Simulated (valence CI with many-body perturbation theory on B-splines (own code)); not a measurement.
**E1 line list for I⁴⁸⁺**

Calculated by configuration interaction combined with many-body perturbation theory (CI+MBPT): three valence electrons over a frozen Dirac-Fock core [He], radial functions for each j: 11 s, 11 p, 9 d, 7 f, 5 g, 2 h, 1 i, with the one-electron correlation potential Σ1 (screened to all orders), the two-electron term Σ2, the three-electron term Σ3, Breit, model QED; selected single and double excitations, second order for the rest (own B-spline code, finite nucleus).

The last digits are not significant, and no measured levels were compared; by estimate large intervals hold to a few tenths of a per cent, small ones and those within an open d or f shell to about a per cent.

Lines 101 to 150 of 281 in falling wavelength, among levels below 5828.7 eV, chosen from the strongest by gf and those to the six lowest levels. Wavelengths and rates use the calculated energies. Electric multipoles are in the length gauge, E1 and E2 with the static RPA response of the core. Weak lines are less certain than strong ones. Lines between different terms over intervals too small for the method are left out, as are lines whose strength nearly cancels. The highest levels of a list are the least certain.

Levels are named by their leading jj configuration (3d3/2^4 stands for four electrons in 3d with j = 3/2), which in mixed levels can hold well under half, so a name can repeat and another be missing. Letters in brackets count levels of one name in rising energy.

| λ vac (nm) | Upper | Lower | A (s⁻¹) | S (a.u.) with core polarisation | S without |
| --- | --- | --- | --- | --- | --- |
| 0.2712 | (2s 2p1/2 3s) J=3/2 | (2s 2p1/2 2p3/2) J=3/2 [b] | 4.50e+12 | 1.77e-04 | 1.77e-04 |
| 0.2699 | (2s 2p1/2 3s) J=1/2 [b] | (2s 2p1/2 2p3/2) J=3/2 [b] | 2.41e+13 | 4.68e-04 | 4.67e-04 |
| 0.2698 | (2p1/2 2p3/2 3s) J=3/2 [b] | (2p1/2 2p3/2^2) J=5/2 | 3.09e+13 | 1.20e-03 | 1.20e-03 |
| 0.2692 | (2s^2 3p3/2) J=3/2 | (2s 2p1/2 2p3/2) J=3/2 [b] | 1.18e+12 | 4.56e-05 | 4.56e-05 |
| 0.2684 | (2s 2p3/2 3s) J=5/2 | (2s 2p3/2^2) J=5/2 | 2.25e+13 | 1.29e-03 | 1.29e-03 |
| 0.2683 | (2s 2p1/2 3s) J=3/2 | (2s 2p1/2 2p3/2) J=5/2 | 3.31e+13 | 1.26e-03 | 1.26e-03 |
| 0.2674 | (2s 2p3/2 3s) J=3/2 [a] | (2s 2p3/2^2) J=5/2 | 3.45e+13 | 1.30e-03 | 1.30e-03 |
| 0.2674 | (2s 2p1/2 3s) J=1/2 [a] | (2s 2p1/2 2p3/2) J=3/2 [a] | 4.24e+13 | 8.01e-04 | 7.99e-04 |
| 0.2672 | (2s^2 3s) J=1/2 | (2s^2 2p3/2) J=3/2 | 4.50e+13 | 8.48e-04 | 8.46e-04 |
| 0.2665 | (2s 2p1/2 3s) J=3/2 | (2s 2p1/2 2p3/2) J=3/2 [a] | 2.64e+12 | 9.85e-05 | 9.82e-05 |
| 0.2664 | (2s^2 3p3/2) J=3/2 | (2s 2p1/2 2p3/2) J=5/2 | 3.11e+12 | 1.16e-04 | 1.16e-04 |
| 0.2652 | (2s 2p1/2 3s) J=1/2 [b] | (2s 2p1/2 2p3/2) J=3/2 [a] | 1.03e+12 | 1.89e-05 | 1.89e-05 |
| 0.2646 | (2s^2 3p3/2) J=3/2 | (2s 2p1/2 2p3/2) J=3/2 [a] | 7.79e+11 | 2.85e-05 | 2.85e-05 |
| 0.2615 | (2s 2p1/2 3d3/2) J=3/2 [a] | (2s 2p1/2 2p3/2) J=3/2 [b] | 2.39e+13 | 8.44e-04 | 8.45e-04 |
| 0.2605 | (2p1/2 2p3/2 3d5/2) J=3/2 | (2p1/2 2p3/2^2) J=1/2 | 4.07e+13 | 1.42e-03 | 1.42e-03 |
| 0.2604 | (2s 2p1/2 3d3/2) J=5/2 | (2s 2p1/2 2p3/2) J=3/2 [b] | 4.91e+11 | 2.57e-05 | 2.57e-05 |
| 0.2600 | (2p1/2^2 3d3/2) J=3/2 | (2p1/2^2 2p3/2) J=3/2 | 6.55e+13 | 2.27e-03 | 2.27e-03 |
| 0.2599 | (2s 2p1/2 3d3/2) J=1/2 | (2s 2p1/2 2p3/2) J=3/2 [b] | 1.28e+13 | 2.21e-04 | 2.22e-04 |
| 0.2598 | (2s 2p3/2 3d5/2) J=5/2 [a] | (2s 2p3/2^2) J=3/2 | 3.81e+13 | 1.98e-03 | 1.98e-03 |
| 0.2596 | (2s 2p1/2 3d3/2) J=3/2 [b] | (2s 2p1/2 2p3/2) J=3/2 [b] | 1.81e+13 | 6.25e-04 | 6.25e-04 |
| 0.2596 | (2s 2p3/2 3d5/2) J=3/2 [a] | (2s 2p3/2^2) J=3/2 | 5.11e+13 | 1.76e-03 | 1.77e-03 |
| 0.2595 | (2s 2p3/2 3d5/2) J=3/2 [a] | (2s 2p3/2^2) J=1/2 | 7.48e+13 | 2.58e-03 | 2.58e-03 |
| 0.2595 | (2s 2p1/2 3d5/2) J=5/2 [a] | (2s 2p1/2 2p3/2) J=3/2 [b] | 3.20e+13 | 1.66e-03 | 1.66e-03 |
| 0.2591 | (2p1/2 2p3/2 3d3/2) J=3/2 [b] | (2p1/2 2p3/2^2) J=5/2 | 2.92e+13 | 1.00e-03 | 1.00e-03 |
| 0.2588 | (2s 2p1/2 3d3/2) J=3/2 [a] | (2s 2p1/2 2p3/2) J=5/2 | 1.89e+12 | 6.47e-05 | 6.47e-05 |
| 0.2586 | (2s 2p3/2 3d5/2) J=1/2 | (2s 2p3/2^2) J=1/2 | 4.02e+14 | 6.86e-03 | 6.86e-03 |
| 0.2584 | (2p1/2 2p3/2 3d5/2) J=3/2 | (2p1/2 2p3/2^2) J=5/2 | 3.63e+13 | 1.24e-03 | 1.24e-03 |
| 0.2584 | (2p1/2 2p3/2 3d5/2) J=5/2 [a] | (2p1/2 2p3/2^2) J=5/2 | 1.22e+14 | 6.23e-03 | 6.23e-03 |
| 0.2580 | (2p1/2^2 3d5/2) J=5/2 | (2p1/2^2 2p3/2) J=3/2 | 3.50e+14 | 1.78e-02 | 1.78e-02 |
| 0.2580 | (2s 2p1/2 3d5/2) J=3/2 | (2s 2p1/2 2p3/2) J=1/2 | 2.90e+14 | 9.84e-03 | 9.85e-03 |
| 0.2579 | (2s 2p1/2 3d5/2) J=3/2 | (2s 2p1/2 2p3/2) J=3/2 [b] | 6.26e+13 | 2.12e-03 | 2.12e-03 |
| 0.2579 | (2s 2p1/2 3d5/2) J=5/2 [b] | (2s 2p1/2 2p3/2) J=3/2 [b] | 2.99e+14 | 1.52e-02 | 1.52e-02 |
| 0.2579 | (2p1/2^2 3p1/2) J=1/2 | (2s 2p1/2 2p3/2) J=3/2 [b] | 2.23e+12 | 3.78e-05 | 3.79e-05 |
| 0.2578 | (2s 2p1/2 3d3/2) J=5/2 | (2s 2p1/2 2p3/2) J=5/2 | 6.42e+13 | 3.26e-03 | 3.26e-03 |
| 0.2577 | (2s 2p3/2 3d3/2) J=3/2 [b] | (2s 2p3/2^2) J=3/2 | 8.41e+13 | 2.84e-03 | 2.84e-03 |
| 0.2577 | (2s 2p3/2 3d3/2) J=5/2 [a] | (2s 2p3/2^2) J=5/2 | 2.56e+13 | 1.30e-03 | 1.30e-03 |
| 0.2576 | (2s 2p3/2 3d3/2) J=3/2 [b] | (2s 2p3/2^2) J=1/2 | 9.08e+13 | 3.07e-03 | 3.07e-03 |
| 0.2576 | (2p1/2 2p3/2 3d5/2) J=5/2 [b] | (2p1/2 2p3/2^2) J=5/2 | 1.93e+14 | 9.77e-03 | 9.78e-03 |
| 0.2576 | (2s 2p1/2 3p1/2) J=3/2 | (2s^2 2p3/2) J=3/2 | 1.27e+12 | 4.29e-05 | 4.30e-05 |
| 0.2575 | (2s 2p3/2 3d3/2) J=3/2 [a] | (2s 2p3/2^2) J=5/2 | 5.11e+13 | 1.72e-03 | 1.72e-03 |
| 0.2575 | (2s 2p3/2 3d3/2) J=1/2 [b] | (2s 2p3/2^2) J=3/2 | 6.43e+13 | 1.08e-03 | 1.09e-03 |
| 0.2574 | (2p1/2 2p3/2 3d5/2) J=3/2 | (2p1/2 2p3/2^2) J=3/2 | 2.32e+14 | 7.82e-03 | 7.83e-03 |
| 0.2574 | (2p1/2 2p3/2 3d5/2) J=7/2 [b] | (2p1/2 2p3/2^2) J=5/2 | 5.85e+14 | 3.94e-02 | 3.94e-02 |
| 0.2573 | (2p1/2 2p3/2 3d5/2) J=5/2 [a] | (2p1/2 2p3/2^2) J=3/2 | 2.31e+14 | 1.16e-02 | 1.17e-02 |
| 0.2572 | (2s 2p1/2 3d3/2) J=3/2 [a] | (2s 2p1/2 2p3/2) J=3/2 [a] | 3.13e+13 | 1.05e-03 | 1.05e-03 |
| 0.2570 | (2s 2p1/2 3d3/2) J=3/2 [b] | (2s 2p1/2 2p3/2) J=5/2 | 1.57e+13 | 5.28e-04 | 5.28e-04 |
| 0.2568 | (2s 2p1/2 3d5/2) J=5/2 [a] | (2s 2p1/2 2p3/2) J=5/2 | 2.33e+13 | 1.17e-03 | 1.17e-03 |
| 0.2566 | (2p1/2 2p3/2 3d5/2) J=5/2 [b] | (2p1/2 2p3/2^2) J=3/2 | 3.83e+14 | 1.91e-02 | 1.92e-02 |
| 0.2564 | (2s^2 3d3/2) J=3/2 | (2s^2 2p3/2) J=3/2 | 6.99e+13 | 2.32e-03 | 2.33e-03 |
| 0.2563 | (2s 2p3/2 3d5/2) J=5/2 [b] | (2s 2p3/2^2) J=3/2 | 5.64e+14 | 2.81e-02 | 2.81e-02 |
